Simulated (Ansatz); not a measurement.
Program: Ansatz. Geometries: PBE0-D4/def2-TZVP. ΔE: electronic, gas phase. CCSD(T)/CBS adds triple-zeta CCSD(T) − MP2 to the extrapolated MP2 energy (def2 sets, frozen cores). Functionals use def2-TZVPP. Each species was taken in one conformer, which may not be the lowest.

Reaction (ligand exchange at the Si–O bond): `C=C[Si](N)(F)O[SiH3]` + `C=CN[SiH2]Cl` → `C=CN([SiH3])[SiH2]Cl` + `C=C[Si](N)(O)F`

| level | ΔE (kcal/mol) |
| --- | --- |
| B2PLYP | 17.8 |
| HF/def2-TZVPP | 22.9 |

Problem. What does CCSD(T)/CBS give? (Estimate.)

Solution. Computed: +15.5 kcal/mol. The listed levels differ from it by 2.3, 7.4 kcal/mol.

Largest T1 diagnostic among the species: 0.011.

The D4 term adds −2.4 kcal/mol with B3LYP and −1.1 kcal/mol with PBE0; it sums over pairs of atoms, weighted by their polarisabilities, and B3LYP, whose exchange is more repulsive, gets the larger term. In def2-TZVPP, CCSD(T) changes the Hartree–Fock value by −7.6 kcal/mol (the triples alone add −1.2 kcal/mol) and MP2 by −8.3 kcal/mol.

B3LYP here is the variant with VWN-RPA as its local correlation; programs differ in this.
